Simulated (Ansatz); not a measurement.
Program: Ansatz. Geometries: PBE0-D4/def2-TZVP. ΔE: electronic, gas phase. CBS: MP2 limit from def2 TZ/QZ plus the TZ coupled-cluster correction, frozen cores. This one scheme is used for every species. DFT in def2-TZVPP. For Ga outer-core shells are correlated without core-valence functions, which leaves a few kJ/mol of doubt a bond. Scalar relativity is left out up to krypton. Each species was taken in one conformer, which may not be the lowest.

Reaction (redistribution): `[F][GaH][O][SiH3]` + `FBS` → `[F][GaH][F]` + `[SiH3]OBS`

Task: Is it downhill or uphill in electronic energy at CCSD(T)/CBS, and by how much? (Estimate.)

Result: Ansatz gave: Nearly level: ΔE = +2.5 kJ/mol.

Task: What do these levels give: r2SCAN-D4, PBE0-D4, CAM-B3LYP-D4, r2SCAN0, CAM-B3LYP, HF/def2-SVP, MP2/def2-SVP, CCSD/def2-SVP, CCSD(T)/def2-SVP, CCSD(T)/def2-TZVPP, SCS-MP2/def2-QZVPP, HF/CBS(def2)? (Best estimate.)

Result: Computed: r2SCAN-D4 0.5, PBE0-D4 -1.0, CAM-B3LYP-D4 -0.1, r2SCAN0 1.6, CAM-B3LYP 1.0, HF/def2-SVP 6.4, MP2/def2-SVP 4.0, CCSD/def2-SVP 4.7, CCSD(T)/def2-SVP 4.5, CCSD(T)/def2-TZVPP 4.1, SCS-MP2/def2-QZVPP 2.1, HF/CBS(def2) 3.5 kJ/mol.

Largest T1 diagnostic among the species: 0.015.

Leaving LDA and LC-ωPBE aside and taking each functional with its dispersion term where it has one, the values, not all of them listed here, spread over 6.6 kJ/mol, from revPBE-D4 to PBE-QIDH.
